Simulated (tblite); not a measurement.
A geometry optimisation, step by step.

Species: C3H11NSi3.
Atom-mapped SMILES: `[CH3:1][C@@H:2]([C:3]#[N:4])[SiH:5]([SiH3:6])[SiH3:7]` (hydrogens: H8, H9, H10 on C1; H11 on C2; H12 on Si5; H13, H14, H15 on Si6; H16, H17, H18 on Si7)

Computed with GFN2-xTB (tblite), gas phase: L-BFGS steps from a force-field or distance-geometry start until the largest atomic force falls under 0.01 eV/Å. 6 of its 126 geometries are shown.

Step 0: E = -546.0291 eV, largest atomic force 3.232 eV/Å
```
atom  x, y, z in Å  |  force x, y, z in eV/Å
C1     -2.366   -0.181    0.482   -0.568   0.395   0.167
C2     -1.068   -0.784   -0.036   -0.636  -0.817  -0.708
C3     -1.044   -0.780   -1.498   -0.016   0.075  -1.971
N4     -1.034   -0.756   -2.669    0.015  -0.053   3.232
Si5     0.488   -0.003    0.696    0.943   0.667   0.339
Si6     2.333   -1.178    0.004    0.425  -0.394   0.135
Si7     0.781    2.131   -0.109   -0.328   0.540   0.050
H8     -3.232   -0.721    0.090    0.063  -0.005  -0.010
H9     -2.481    0.866    0.177    0.143  -0.182   0.040
H10    -2.437   -0.216    1.581    0.255  -0.045  -0.422
H11    -1.060   -1.839    0.296   -0.016   0.110  -0.323
H12     0.386   -0.008    2.180   -0.255  -0.131  -0.204
H13     2.476   -1.116   -1.458    0.066  -0.062   0.192
H14     3.566   -0.626    0.640   -0.403  -0.237  -0.257
H15     2.179   -2.589    0.418    0.224   0.134  -0.145
H16    -0.431    2.933    0.226    0.413  -0.014  -0.195
H17     0.977    2.122   -1.572   -0.035   0.100   0.279
H18     1.958    2.754    0.540   -0.290  -0.082  -0.200
```

Step 25: E = -546.2977 eV, largest atomic force 0.080 eV/Å
```
atom  x, y, z in Å  |  force x, y, z in eV/Å
C1     -2.362   -0.169    0.490    0.009   0.015  -0.012
C2     -1.081   -0.832   -0.021   -0.039   0.021   0.000
C3     -1.033   -0.793   -1.447   -0.004  -0.008   0.004
N4     -0.960   -0.715   -2.589    0.003  -0.008   0.020
Si5     0.541    0.026    0.647   -0.061  -0.047  -0.020
Si6     2.356   -1.282    0.014    0.029  -0.036  -0.010
Si7     0.688    2.219   -0.106   -0.017   0.031  -0.005
H8     -3.251   -0.678    0.112    0.058  -0.033   0.030
H9     -2.419    0.869    0.168    0.051   0.014   0.021
H10    -2.381   -0.201    1.578   -0.022   0.021  -0.036
H11    -1.079   -1.883    0.291    0.025   0.025  -0.044
H12     0.280   -0.050    2.102    0.010   0.002   0.041
H13     2.526   -1.241   -1.439    0.026   0.000   0.029
H14     3.566   -0.738    0.639   -0.015  -0.014  -0.035
H15     2.298   -2.698    0.389   -0.024   0.003   0.018
H16    -0.444    3.103    0.184   -0.032  -0.019   0.016
H17     0.886    2.238   -1.556    0.007   0.026   0.018
H18     1.857    2.832    0.533   -0.004   0.008  -0.034
```

Step 50: E = -546.3112 eV, largest atomic force 0.028 eV/Å
```
atom  x, y, z in Å  |  force x, y, z in eV/Å
C1     -2.309   -0.131    0.482    0.005  -0.002  -0.014
C2     -1.048   -0.816   -0.043   -0.002  -0.002  -0.002
C3     -1.012   -0.786   -1.469    0.004   0.010   0.000
N4     -0.937   -0.720   -2.611   -0.006  -0.004  -0.004
Si5     0.584    0.028    0.609   -0.009   0.010   0.024
Si6     2.364   -1.345    0.021    0.009  -0.008  -0.001
Si7     0.617    2.245   -0.098   -0.007  -0.001   0.004
H8     -3.206   -0.639    0.127    0.001   0.006   0.010
H9     -2.350    0.904    0.149   -0.007  -0.001   0.001
H10    -2.312   -0.146    1.571   -0.003   0.002  -0.021
H11    -1.054   -1.867    0.266    0.008  -0.005   0.004
H12     0.336   -0.052    2.070    0.012   0.006   0.002
H13     2.579   -1.379   -1.424   -0.005   0.002  -0.008
H14     3.592   -0.843    0.641    0.003   0.001   0.000
H15     2.207   -2.735    0.462    0.002  -0.014   0.004
H16    -0.576    3.011    0.277    0.006   0.008   0.000
H17     0.756    2.346   -1.551   -0.007  -0.003   0.008
H18     1.761    2.931    0.511   -0.004  -0.003  -0.005
```

Step 75: E = -546.3129 eV, largest atomic force 0.024 eV/Å
```
atom  x, y, z in Å  |  force x, y, z in eV/Å
C1     -2.300   -0.125    0.457    0.002   0.005  -0.008
C2     -1.030   -0.815   -0.040   -0.008  -0.001  -0.002
C3     -0.974   -0.788   -1.465   -0.005   0.005  -0.004
N4     -0.893   -0.722   -2.607    0.004  -0.007  -0.003
Si5     0.592    0.032    0.634    0.002  -0.008   0.013
Si6     2.358   -1.354    0.025   -0.006   0.003   0.000
Si7     0.597    2.248   -0.077    0.000   0.002   0.003
H8     -3.190   -0.651    0.114    0.002   0.007   0.013
H9     -2.346    0.898    0.090   -0.009   0.006  -0.005
H10    -2.309   -0.100    1.545   -0.004  -0.019  -0.011
H11    -1.038   -1.864    0.273   -0.006  -0.002   0.013
H12     0.341   -0.055    2.095    0.006   0.005  -0.016
H13     2.523   -1.397   -1.428    0.013  -0.001   0.014
H14     3.606   -0.857    0.611   -0.015  -0.012  -0.014
H15     2.194   -2.740    0.478    0.015   0.012   0.000
H16    -0.566    3.029    0.357   -0.003   0.002   0.015
H17     0.648    2.340   -1.535    0.001  -0.003  -0.005
H18     1.778    2.926    0.463    0.010   0.007  -0.002
```

Step 100: E = -546.3166 eV, largest atomic force 0.051 eV/Å
```
atom  x, y, z in Å  |  force x, y, z in eV/Å
C1     -2.310   -0.093    0.385    0.009   0.005   0.000
C2     -1.028   -0.808   -0.040    0.004  -0.011   0.005
C3     -0.912   -0.843   -1.462   -0.012  -0.017   0.032
N4     -0.766   -0.837   -2.598   -0.012   0.011  -0.048
Si5     0.594    0.029    0.650   -0.016  -0.006   0.002
Si6     2.353   -1.357    0.020    0.023   0.003  -0.004
Si7     0.576    2.258   -0.018    0.030  -0.012   0.014
H8     -3.191   -0.636    0.041    0.006   0.009  -0.004
H9     -2.347    0.913   -0.031    0.016  -0.004   0.003
H10    -2.355   -0.020    1.470    0.016  -0.003  -0.011
H11    -1.056   -1.843    0.315   -0.021  -0.015   0.003
H12     0.346   -0.084    2.109   -0.002   0.010  -0.009
H13     2.470   -1.477   -1.432   -0.004   0.014   0.009
H14     3.612   -0.808    0.530    0.001   0.000  -0.003
H15     2.245   -2.722    0.548   -0.004   0.003   0.011
H16    -0.428    3.064    0.683   -0.027   0.027   0.012
H17     0.312    2.397   -1.450    0.000  -0.002   0.000
H18     1.875    2.873    0.271   -0.007  -0.011  -0.013
```

Step 125: E = -546.3199 eV, largest atomic force 0.010 eV/Å
```
atom  x, y, z in Å  |  force x, y, z in eV/Å
C1     -2.301   -0.071    0.344   -0.002   0.001   0.000
C2     -1.033   -0.826   -0.052   -0.002   0.001   0.002
C3     -0.915   -0.895   -1.472   -0.001   0.004   0.004
N4     -0.781   -0.911   -2.611    0.000   0.001   0.002
Si5     0.583    0.010    0.650   -0.004   0.003  -0.002
Si6     2.370   -1.343    0.030    0.004  -0.003   0.003
Si7     0.565    2.251    0.018    0.000   0.007   0.001
H8     -3.191   -0.585   -0.018   -0.005   0.008   0.001
H9     -2.295    0.935   -0.073    0.000  -0.001  -0.001
H10    -2.365    0.006    1.428    0.004  -0.001  -0.001
H11    -1.091   -1.852    0.328    0.006  -0.002  -0.008
H12     0.321   -0.105    2.106    0.002  -0.005   0.000
H13     2.464   -1.492   -1.421   -0.001  -0.002   0.004
H14     3.623   -0.748    0.502   -0.003   0.003   0.002
H15     2.304   -2.692    0.602    0.003   0.002  -0.003
H16    -0.315    3.087    0.842   -0.002  -0.007  -0.001
H17     0.136    2.430   -1.369    0.001  -0.006   0.002
H18     1.912    2.809    0.153    0.000  -0.003  -0.006
```

**Question.** Summarise the path.

**Answer.** The energy falls by 6.71 kcal/mol from step 0 to step 125; nine tenths of that is first reached at step 16. It rises by more than 0.2 meV at step 1. The largest force goes from 3.232 to 0.010 eV/Å. Among the bonds C2–Si5 changes most, from 1.889 to 1.950 Å; the atoms move by 0.347 Å rms after alignment.

**Question.** Follow the three bonds and two angles with the largest change from start to end.

**Answer.** 
```json
{"step": "0", "E above end (kcal/mol)": "6.71", "largest force (eV/Å)": "3.232", "C2–Si5 (Å)": "1.889", "C2–C3 (Å)": "1.462", "Si5–Si6 (Å)": "2.293", "Si6–Si5–Si7 (°)": "105.5", "C2–Si5–H12 (°)": "109.2"}
{"step": "5", "E above end (kcal/mol)": "2.42", "largest force (eV/Å)": "0.393", "C2–Si5 (Å)": "1.961", "C2–C3 (Å)": "1.429", "Si5–Si6 (Å)": "2.305", "Si6–Si5–Si7 (°)": "108.7", "C2–Si5–H12 (°)": "104.4"}
{"step": "11", "E above end (kcal/mol)": "0.87", "largest force (eV/Å)": "0.197", "C2–Si5 (Å)": "1.947", "C2–C3 (Å)": "1.425", "Si5–Si6 (Å)": "2.329", "Si6–Si5–Si7 (°)": "110.8", "C2–Si5–H12 (°)": "100.4"}
{"step": "16", "E above end (kcal/mol)": "0.66", "largest force (eV/Å)": "0.057", "C2–Si5 (Å)": "1.951", "C2–C3 (Å)": "1.428", "Si5–Si6 (Å)": "2.325", "Si6–Si5–Si7 (°)": "111.5", "C2–Si5–H12 (°)": "99.6"}
{"step": "22", "E above end (kcal/mol)": "0.57", "largest force (eV/Å)": "0.060", "C2–Si5 (Å)": "1.949", "C2–C3 (Å)": "1.427", "Si5–Si6 (Å)": "2.329", "Si6–Si5–Si7 (°)": "112.1", "C2–Si5–H12 (°)": "99.8"}
{"step": "27", "E above end (kcal/mol)": "0.46", "largest force (eV/Å)": "0.097", "C2–Si5 (Å)": "1.952", "C2–C3 (Å)": "1.426", "Si5–Si6 (Å)": "2.326", "Si6–Si5–Si7 (°)": "114.1", "C2–Si5–H12 (°)": "99.8"}
{"step": "33", "E above end (kcal/mol)": "0.33", "largest force (eV/Å)": "0.064", "C2–Si5 (Å)": "1.950", "C2–C3 (Å)": "1.427", "Si5–Si6 (Å)": "2.325", "Si6–Si5–Si7 (°)": "116.2", "C2–Si5–H12 (°)": "100.5"}
{"step": "38", "E above end (kcal/mol)": "0.27", "largest force (eV/Å)": "0.057", "C2–Si5 (Å)": "1.947", "C2–C3 (Å)": "1.426", "Si5–Si6 (Å)": "2.325", "Si6–Si5–Si7 (°)": "117.1", "C2–Si5–H12 (°)": "100.6"}
{"step": "43", "E above end (kcal/mol)": "0.23", "largest force (eV/Å)": "0.043", "C2–Si5 (Å)": "1.952", "C2–C3 (Å)": "1.427", "Si5–Si6 (Å)": "2.327", "Si6–Si5–Si7 (°)": "117.5", "C2–Si5–H12 (°)": "100.0"}
{"step": "49", "E above end (kcal/mol)": "0.20", "largest force (eV/Å)": "0.035", "C2–Si5 (Å)": "1.949", "C2–C3 (Å)": "1.426", "Si5–Si6 (Å)": "2.325", "Si6–Si5–Si7 (°)": "118.3", "C2–Si5–H12 (°)": "99.6"}
{"step": "54", "E above end (kcal/mol)": "0.19", "largest force (eV/Å)": "0.033", "C2–Si5 (Å)": "1.950", "C2–C3 (Å)": "1.427", "Si5–Si6 (Å)": "2.327", "Si6–Si5–Si7 (°)": "118.7", "C2–Si5–H12 (°)": "99.8"}
{"step": "60", "E above end (kcal/mol)": "0.19", "largest force (eV/Å)": "0.014", "C2–Si5 (Å)": "1.951", "C2–C3 (Å)": "1.427", "Si5–Si6 (Å)": "2.326", "Si6–Si5–Si7 (°)": "118.8", "C2–Si5–H12 (°)": "100.0"}
{"step": "65", "E above end (kcal/mol)": "0.18", "largest force (eV/Å)": "0.012", "C2–Si5 (Å)": "1.950", "C2–C3 (Å)": "1.427", "Si5–Si6 (Å)": "2.327", "Si6–Si5–Si7 (°)": "118.8", "C2–Si5–H12 (°)": "100.1"}
{"step": "71", "E above end (kcal/mol)": "0.17", "largest force (eV/Å)": "0.036", "C2–Si5 (Å)": "1.950", "C2–C3 (Å)": "1.427", "Si5–Si6 (Å)": "2.326", "Si6–Si5–Si7 (°)": "118.9", "C2–Si5–H12 (°)": "100.1"}
{"step": "76", "E above end (kcal/mol)": "0.16", "largest force (eV/Å)": "0.030", "C2–Si5 (Å)": "1.949", "C2–C3 (Å)": "1.427", "Si5–Si6 (Å)": "2.326", "Si6–Si5–Si7 (°)": "119.1", "C2–Si5–H12 (°)": "100.0"}
{"step": "82", "E above end (kcal/mol)": "0.15", "largest force (eV/Å)": "0.038", "C2–Si5 (Å)": "1.950", "C2–C3 (Å)": "1.427", "Si5–Si6 (Å)": "2.327", "Si6–Si5–Si7 (°)": "119.1", "C2–Si5–H12 (°)": "100.2"}
{"step": "87", "E above end (kcal/mol)": "0.14", "largest force (eV/Å)": "0.050", "C2–Si5 (Å)": "1.951", "C2–C3 (Å)": "1.427", "Si5–Si6 (Å)": "2.325", "Si6–Si5–Si7 (°)": "119.3", "C2–Si5–H12 (°)": "100.2"}
{"step": "92", "E above end (kcal/mol)": "0.13", "largest force (eV/Å)": "0.047", "C2–Si5 (Å)": "1.951", "C2–C3 (Å)": "1.427", "Si5–Si6 (Å)": "2.330", "Si6–Si5–Si7 (°)": "119.4", "C2–Si5–H12 (°)": "100.3"}
{"step": "98", "E above end (kcal/mol)": "0.10", "largest force (eV/Å)": "0.089", "C2–Si5 (Å)": "1.952", "C2–C3 (Å)": "1.426", "Si5–Si6 (Å)": "2.323", "Si6–Si5–Si7 (°)": "120.2", "C2–Si5–H12 (°)": "100.1"}
{"step": "103", "E above end (kcal/mol)": "0.06", "largest force (eV/Å)": "0.056", "C2–Si5 (Å)": "1.949", "C2–C3 (Å)": "1.426", "Si5–Si6 (Å)": "2.329", "Si6–Si5–Si7 (°)": "119.4", "C2–Si5–H12 (°)": "100.1"}
{"step": "109", "E above end (kcal/mol)": "0.03", "largest force (eV/Å)": "0.039", "C2–Si5 (Å)": "1.949", "C2–C3 (Å)": "1.427", "Si5–Si6 (Å)": "2.326", "Si6–Si5–Si7 (°)": "119.6", "C2–Si5–H12 (°)": "100.1"}
{"step": "114", "E above end (kcal/mol)": "0.01", "largest force (eV/Å)": "0.024", "C2–Si5 (Å)": "1.951", "C2–C3 (Å)": "1.427", "Si5–Si6 (Å)": "2.325", "Si6–Si5–Si7 (°)": "119.6", "C2–Si5–H12 (°)": "100.4"}
{"step": "120", "E above end (kcal/mol)": "0.00", "largest force (eV/Å)": "0.014", "C2–Si5 (Å)": "1.950", "C2–C3 (Å)": "1.427", "Si5–Si6 (Å)": "2.327", "Si6–Si5–Si7 (°)": "119.6", "C2–Si5–H12 (°)": "100.1"}
{"step": "125", "E above end (kcal/mol)": "0.00", "largest force (eV/Å)": "0.010", "C2–Si5 (Å)": "1.950", "C2–C3 (Å)": "1.427", "Si5–Si6 (Å)": "2.326", "Si6–Si5–Si7 (°)": "119.6", "C2–Si5–H12 (°)": "100.0"}
```

The cost below is that of the whole relaxation. Hardware: an Intel Xeon at 2.50 GHz with one thread, no GPU (shared host). Cost: 3.9 s wall, 3.5 s CPU.
